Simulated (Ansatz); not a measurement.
Computed with Ansatz on PBE0-D4/def2-TZVP structures; ΔE is electronic, products minus reactants. CCSD(T)/CBS is the MP2 limit (def2-TZVPP, def2-QZVPP) plus CCSD(T) − MP2 in def2-TZVPP, frozen cores. DFT in def2-TZVPP. B3LYP here is the variant with VWN-RPA as its local correlation; programs differ in this. Each species was taken in one conformer, which may not be the lowest.

Consider the ligand exchange at the Si–C bond: `N[SiH2]C[SiH](N)F` + `N[SiH](N)F` → `N[Si@H](F)N[Si@H](N)F` + `C[SiH2]N`.

Task: Is it downhill or uphill in electronic energy at CCSD(T)/CBS, and by how much? (Best estimate.)

Result: Computed: Downhill: ΔE = -57.0 kJ/mol.

Task: What do these levels give: PBE-D4, r2SCAN-D4, ωB97X-V, B2PLYP, r2SCAN, B3LYP, HF/def2-TZVPP, CCSD/def2-TZVPP, HF/def2-QZVPP, SCS-MP2/def2-QZVPP, HF/CBS(def2), MP2/CBS(def2)? (Best estimate.)

Result: Computed: PBE-D4 -49.6, r2SCAN-D4 -56.6, ωB97X-V -56.0, B2PLYP -59.3, r2SCAN -56.6, B3LYP -59.1, HF/def2-TZVPP -69.1, CCSD/def2-TZVPP -59.0, HF/def2-QZVPP -70.2, SCS-MP2/def2-QZVPP -59.8, HF/CBS(def2) -70.3, MP2/CBS(def2) -56.9 kJ/mol.

Largest T1 diagnostic among the species: 0.011.

In def2-TZVPP, CCSD(T) changes the Hartree–Fock value by +11.6 kJ/mol (the triples alone add +1.5 kJ/mol) and MP2 by +11.7 kJ/mol.
